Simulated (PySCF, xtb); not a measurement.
InF, SMILES [F][In] (connectivity only; charge and spin as stated), neutral, multiplicity 1.

GFN2-xTB (xtb 6.7.1) at its own geometry gives an orbital gap of 6.00 eV and a dipole moment of 4.90 D.

Geometry optimised at B3LYP-D3(BJ)/def2-TZVP. The def2 effective core potentials stand for the cores of In; spin–orbit coupling is left out.

Task: What does ωB97X/def2-TZVPD (PySCF) give? (An estimate is asked for; the answer gives what the named calculation found.)

Result: gap 9.82 eV (levels -9.83 and -0.01 eV), dipole 3.41 D.
